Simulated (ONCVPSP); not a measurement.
Plane-wave convergence, ONCV potential for Lu

```
Element                 : Lu (Z = 71)
Generator               : ONCVPSP 4.0.1
Type                    : optimised norm-conserving Vanderbilt (ONCV)
Functional              : LDA (Perdew-Wang 92)
Relativity              : scalar-relativistic
Frozen core             : [Kr] 4d10
Valence charge          : 25
Reference configuration : 4f14 5s2 5p6 5d2 6s1
Partial waves           : 5s+6s: rc 2.20 bohr, ncon 5, nbas 8, qcut 6.3 1/bohr, 2 projectors; 5p: rc 1.45 bohr, ncon 4, nbas 8, qcut 5.7 1/bohr, 1 projector; 5d: rc 2.75 bohr, ncon 5, nbas 9, qcut 6.5 1/bohr, 2 projectors, debl 1.8 Ha; 4f: rc 1.00 bohr, ncon 4, nbas 8, qcut 16 1/bohr, 1 projector
Local potential         : polynomial inside 0.80 bohr (lpopt 5, dvloc0 0 Ha)
Core correction         : none
```

Task: For each optimised wave give the share of its norm inside rc, the residual kinetic energy above qcut (Ha) and the cutoffs (Ha) for errors of 10, 1, 0.1 and 0.01 mHa per electron.

Result:

| wave | norm inside rc | residual KE | 10 mHa | 1 mHa | 0.1 mHa | 0.01 mHa |
| --- | --- | --- | --- | --- | --- | --- |
| 5s | 0.983 | 4.1e-06 | 9.8 | 13.8 | 16.5 | 19.3 |
| 6s | 0.100 | 3.7e-06 | 4.2 | 12.4 | 15.9 | 18.9 |
| 5p | 0.597 | 3.6e-03 | 11.2 | 48.4 | 93.9 | 119.8 |
| 5d | 0.511 | 3.6e-09 | 7.2 | 10.3 | 13.0 | 15.3 |
| d projector 2 | 0.271 | 2.3e-07 | 9.6 | 12.5 | 15.3 | 18.0 |
| 4f | 0.812 | 1.6e-04 | 106.0 | 118.3 | 151.5 | 332.5 |

The occupied waves need 118 Ha and 152 Ha for 1 and 0.1 mHa. Note: ghosts flagged at negative energy: s at -285.2 eV, p at -88.9 eV; GHOST(+) flagged for d at 293.3 eV. A true bound ghost makes a file unfit for plane-wave use. 1 of 4 tests not solved or not reliable.
